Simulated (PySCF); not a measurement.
Isomers of C4H12GeOSi and their computed core-level spectra.

Method used: delta-SCF UKS SCAN, pcX-2 on the ionised atom, pcseg-1 elsewhere, spin-free X2C (PySCF 2.14.0). Geometries: PBE0-D3(BJ)/def2-SVP; isolated species, one conformer each.

Line lists (1s up to Mg, 2p3/2 beyond, nothing for Ge; areas count atoms within a level, one atom standing for each set equivalent by bonding):
1. C 1s: 290.40 (area 1), 290.62 (area 2), 290.73 (area 1) eV; O 1s: 537.02 eV; Si 2p3/2: 107.07 eV
2. C 1s: 289.82 (area 1), 290.37 (area 2), 290.40 (area 1) eV; O 1s: 537.09 eV; Si 2p3/2: 106.66 eV
3. C 1s: 290.04 (area 2), 290.57 (area 2) eV; O 1s: 536.92 eV; Si 2p3/2: 107.00 eV

Structures:
A. `C[C]1([GeH2][O][SiH3])CC1`
B. `[SiH3][O][GeH]1[CH2]CC[CH2]1`
C. `[GeH3][O][SiH2]C1CCC1`

Problem. Match each list to its structure.

Solution. 
- 1 = A: another candidate has the same counts of sites, so positions decide. C 1s: 290.40 sp3 carbon bound to germanium, 290.62 three-membered-ring carbon (×2), 290.73 methyl carbon; O 1s: 537.02 oxygen bonded to Ge and Si; Si 2p3/2: 107.07 oxygen-bound silicon.
- 2 = C: another candidate has the same counts of sites, so positions decide. C 1s: 289.82 sp3 carbon bound to silicon, 290.37 four-membered-ring carbon (×2), 290.40 four-membered-ring carbon; O 1s: 537.09 oxygen bonded to Ge and Si; Si 2p3/2: 106.66 oxygen-bound silicon.
- 3 = B: no other candidate has these counts of sites. C 1s: 290.04 sp3 carbon bound to germanium (×2), 290.57 ring CH2 carbon (×2); O 1s: 536.92 oxygen bonded to Ge and Si; Si 2p3/2: 107.00 oxygen-bound silicon.

2p3/2 and 2p1/2 are the ΔSCF energy of one spin-free 2p hole plus the eigenvalues of a spin–orbit and ligand-field matrix of the shell.
